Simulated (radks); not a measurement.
Valence configurations of neutral molybdenum (all share [Kr]). All-electron calculation, scalar-relativistic Kohn-Sham, PBE, spin-polarised, spherical densities, point nucleus; open shells are filled with parallel spins first (spin-orbit coupling, left out, can overturn this in heavy ions). Program: a radial shooting solver on a logarithmic mesh with Libxc functionals. Energies are relative to 4d5 5s1; eigenvalues in eV for spin up.

valence          E (eV)  moment (Bohr magnetons)    e(4d)   e(5p)   e(5s)
4d5 5s1           0.000                        6   -4.571       -  -4.613
4d5.5 5s0.5       1.633                        5   -3.743       -  -4.228
4d4 5s2           2.266                        4   -6.584       -  -5.304
4d5 5p1           3.401                        6   -5.832  -1.978       -
4d4 5s1 5p1       4.276                        6   -7.737  -2.434  -6.330
4d3.5 5s1.5 5p1   6.226                        5   -8.832  -2.655  -6.699
4d3 5s2 5p1       8.296                        4   -9.948  -2.818  -7.027
4d3 5s1 5p2      10.642                        6  -10.923  -3.480  -7.901
4d2 5s2 5p2      16.554                        4  -13.266  -3.875  -8.597
4d1.5 5s2 5p2.5  21.536                        4  -14.908  -4.374  -9.343

NIST lists [Kr] 4d5 5s1 as the ground configuration; this level of theory agrees among the configurations tried. The energies are those of spherical high-spin densities, not of single terms.
